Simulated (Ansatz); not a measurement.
`[CH3][GeH2][TeH]` + H–F → `[CH3][GeH2][F]` + H₂Te  (ligand exchange at a Ge–Te bond)

Calculated with Ansatz (gas phase, PBE0-D4/def2-TZVP geometries, no zero-point term in ΔE). CCSD(T)/CBS is the MP2 limit (def2-TZVPP, def2-QZVPP) plus CCSD(T) − MP2 in def2-TZVPP, frozen cores. This one scheme is used for every species. def2 core potentials past Kr. For Ge, Te outer-core shells are correlated without core-valence functions, which leaves a few kJ/mol of doubt a bond. Scalar relativity is left out up to krypton.

`[CH3][GeH2][TeH]`:

Z-matrix (Å, degrees):
```
C
Ge 1 1.951
H 1 1.090 2 109.8
H 1 1.092 2 110.0 3 120.3
H 1 1.090 2 109.9 3 -119.8
Te 2 2.564 1 111.1 3 58.0
H 2 1.539 1 110.9 3 -180.0
H 2 1.539 1 111.4 3 -57.9
H 6 1.658 2 91.5 1 63.0
```

H–F:

```xyz
2

F     0.136    0.039   -0.438
H    -0.136   -0.039    0.438
```

`[CH3][GeH2][F]`:

```xyz
8

C     0.371    0.441    0.871
Ge   -0.290   -0.289   -0.797
F    -0.901   -1.885   -0.429
H     0.773    1.444    0.711
H     1.161   -0.196    1.269
H    -0.439    0.499    1.598
H     0.810   -0.502   -1.850
H    -1.485    0.487   -1.374
```

H₂Te:

Cartesian coordinates in Å:
```
Te 0.727 0.230 0.150
H -0.413 0.633 -0.980
H -0.314 -0.863 0.830
```

| species | CCSD(T)/CBS(def2) energy (Eh) |
| --- | --- |
| `[CH3][GeH2][TeH]` | -2385.52242 |
| H–F | -100.39570 |
| `[CH3][GeH2][F]` | -2217.00316 |
| H₂Te | -268.91024 |

**Question.** Work out ΔE.

**Answer.** ΔE = (-2217.00316) + (-268.91024) − (-2385.52242) − (-100.39570) = 0.00472 Eh = +0.13 eV.

**Question.** What do rigid-rotor, harmonic-oscillator terms from PBE0-D4/def2-TZVP frequencies (298.15 K, 1 bar) make of the CCSD(T)/CBS value? (An estimate is asked.)

**Answer.** The calculation gave: ΔZPE = -0.06 eV, ΔH = +0.04 eV, ΔS = 6 J/(mol·K), ΔG = +0.02 eV.

Largest T1 diagnostic among the species: 0.011.

From r2SCAN to r2SCAN0 (25 % exact exchange), in def2-TZVPP and without D4, ΔE moves by +0.06 eV. Leaving LDA and LC-ωPBE aside and taking each functional with its dispersion term where it has one, the values, not all of them listed here, spread over 0.31 eV, from B97M-V to HSE06-D4. LDA lies +0.05 eV from PBE without D4. At CCSD(T), def2-SVP lies −0.23 eV from the extrapolated value and def2-TZVPP −0.10 eV.
